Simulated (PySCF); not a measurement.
A calculated (BP86, PySCF 2.14, aug-cc-pCVQZ-DK, the spin-free X2C one-electron Hamiltonian (Gaussian nucleus)) atom or ion has these occupied shells.

| shell | electrons | orbital energy (eV) | rms radius, mean of both spins (bohr) |
| --- | --- | --- | --- |
| 1s α | 1 | -2779.9 | 0.105 |
| 1s β | 1 | -2779.3 | 0.105 |
| 2s α | 1 | -280.60 | 0.484 |
| 2s β | 1 | -280.03 | 0.484 |
| 2p α | 3 | -219.73 | 0.453 |
| 2p β | 3 | -218.94 | 0.453 |
| 3s α | 1 | -46.417 | 1.55 |
| 3s β | 1 | -42.547 | 1.55 |
| 3p α | 3 | -33.097 | 1.71 |

Question: Name the element and its charge.

Answer: Cl²⁺ (chlorine, charge +2), in [Ne] 3s2 3p3, high-spin 4S determinant.
